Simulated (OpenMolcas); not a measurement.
# Ge3+: input and output

Input:

```
&GATEWAY
Coord
1

Ge 0.0 0.0 0.0
Basis=ANO-RCC-VTZP
Group=XYZ
NoMove
AngMom=0.0 0.0 0.0
AMFI
&SEWARD
* reference wave functions (RASSCF and RASSI steps not shown): 1 electron in 4 orbitals (4s 4p)
>>> COPY JOB001 $Project.JobIph
&CASPT2
Multistate=1 1
Frozen=3 6
IPEA=0.25
Imaginary=0.1
MaxIter=60
WThr=0.0 0.3 0.05
PrWF=0.5
NoMix
>>> COPY JOB002 $Project.JobIph
&CASPT2
XMultistate=3 1 2 3
Frozen=3 6
IPEA=0.25
Imaginary=0.1
MaxIter=60
WThr=0.0 0.3 0.05
PrWF=0.5
NoMix
```

Output, cut to the results:

```
--- CASPT2 ---
Orbital specifications:
      -----------------------

      Symmetry species                           1   2
                                                ag  au
      Frozen orbitals                            3   6
      Inactive orbitals                          5   0
      Active orbitals                            1   3
      Secondary orbitals                        12  13
      Deleted orbitals                           0   0
      Number of basis functions                 21  22
Type of calculation                        SS-CASPT2
      Fock operator                              state-specific
      IPEA shift                                 0.25
      Real shift                                 0.00
      Imaginary shift                            0.10
      The input orbitals will be transformed to quasi-canonical
Reference energy:       -2094.9792243889
      E2 (Non-variational):      -0.3648147727
      Shift correction:          -0.0000310099
      E2 (Variational):          -0.3648457826
      Total energy:           -2095.3440701716
      Residual norm:              0.0000000997
      Reference weight:           0.96986
      Contributions to the CASPT2 correlation energy
      Active & Virtual Only:         -0.0000000000
      One Inactive Excited:          -0.0268353756
      Two Inactive Excited:          -0.3379793971
::    CASPT2 Root  1     Total energy:  -2095.34407017
--- CASPT2 ---
Orbital specifications:
      -----------------------

      Symmetry species                           1   2
                                                ag  au
      Frozen orbitals                            3   6
      Inactive orbitals                          5   0
      Active orbitals                            1   3
      Secondary orbitals                        12  13
      Deleted orbitals                           0   0
      Number of basis functions                 21  22
Type of calculation                        XMS-CASPT2
      Fock operator                              state-average
      IPEA shift                                 0.25
      Real shift                                 0.00
      Imaginary shift                            0.10
      The input orbitals will be transformed to quasi-canonical
      The input states will be rotated to diagonalize the Fock operator
Reference energy:       -2094.6117304629
      E2 (Non-variational):      -0.3565396652
      Shift correction:          -0.0000322674
      E2 (Variational):          -0.3565719326
      Total energy:           -2094.9683023954
      Residual norm:              0.0000000569
      Reference weight:           0.97047
      Contributions to the CASPT2 correlation energy
      Active & Virtual Only:         -0.0000000000
      One Inactive Excited:          -0.0196053370
      Two Inactive Excited:          -0.3369343282
Reference energy:       -2094.6117304628
      E2 (Non-variational):      -0.3565395659
      Shift correction:          -0.0000322679
      E2 (Variational):          -0.3565718337
      Total energy:           -2094.9683022965
      Residual norm:              0.0000000569
      Reference weight:           0.97047
      Contributions to the CASPT2 correlation energy
      Active & Virtual Only:         -0.0000000000
      One Inactive Excited:          -0.0196055158
      Two Inactive Excited:          -0.3369340501
::    XMS-CASPT2 Root  1     Total energy:  -2094.96830240
::    XMS-CASPT2 Root  2     Total energy:  -2094.96830230
::    XMS-CASPT2 Root  3     Total energy:  -2094.96830230
```

In XMS-CASPT2 the single-state energies belong to rotated reference states; over a whole degenerate manifold the rotation is arbitrary, and only the multistate roots count.

Levels above the lowest, from the spin-orbit matrix with the multistate effective Hamiltonian, averaged by term, added to it:

```
Configuration  Term    J  E (cm⁻¹)  Measured (cm⁻¹)      g  Term weight %
           4s    ²S  1/2       0.0              0.0  2.002            100
           4p   ²P°  1/2     80924            81311  0.666            100
           4p   ²P°  3/2     83245            84102  1.334            100
```

Against the 2 measured excited levels shown (Sugar and Musgrove, J. Phys. Chem. Ref. Data 22, 1213 (1993)) the mean absolute deviation is 620 cm-1; the largest miss in energy is 4p ²P°_3/2: computed 83245, measured 84102 cm⁻¹ (-1.0 %).

With one active electron, CASPT2 adds the correlation within the correlated inactive shells and between them and that electron, and leaves the splitting within a term as the reference gives it. Computed and measured levels are paired by configuration, term and J; levels that our copy of the source lacks, or whose pairing is in doubt (as where it misses far off the trend of its configuration), stay unpaired and out of the deviations. Levels of configurations outside the active space are missing.

The term weight is that of the spin-free term in the level, not the purity of its configuration. ° marks odd parity.
